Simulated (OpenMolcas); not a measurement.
A calculation on Ar VII.

```yaml
Program: OpenMolcas 26.06
Method: "MS-RASPT2, IPEA 0.25 Eh, imaginary shift 0.1 Eh (closed shells correlated: 2s 2p)"
Basis: ANO-RCC-VQZP [6s5p3d2f1g]
Scalar_Hamiltonian: DKH2, point nucleus
Active_space: 2 electrons in 9 orbitals (RAS2 3s 3p; RAS3 3d, at most 2 electrons)
State_averaging: 2S+1 = 3 even, 3 roots; 2S+1 = 1 even, 7 roots; 2S+1 = 3 odd, 3 roots; 2S+1 = 1 odd, 3 roots
Spin-orbit_coupling: state interaction with AMFI integrals over the reference wave functions, term energies averaged over their components
```

Which level of the active space comes out lowest?

3s2 1S0, with 100 % of that term; it is also the measured ground level.

How high does 3p2 3P1 lie?

271653 cm-1 above the lowest level; measured 270777 cm-1 above the ground level, so the calculation is off by 0 %.

How high does 3p2 1D2 lie?

268901 cm-1 above the lowest level; measured 264749 cm-1 above the ground level, so the calculation is off by +2 %.

How high does 3s 3p 3P* 1 lie?

113530 cm-1 above the lowest level; measured 113906 cm-1 above the ground level, so the calculation is off by 0 %.

Measured values: Saloman, J. Phys. Chem. Ref. Data 39, 033101 (2010).

Active for correlation alone: 3d; no level in the range computed is led by a configuration that fills it, so any true level of that kind is missing. Some terms mix strongly with configurations of 3d, whose occupation reaches 0.17 (3p2 1D). Measured partners are found by configuration, term and J. A level has none where our copy of the source lacks it or the pairing is in doubt (some pairs that miss far off the trend of their configuration count as doubtful), and it then counts in no deviation. Only configurations of the active space appear.

* marks odd parity.
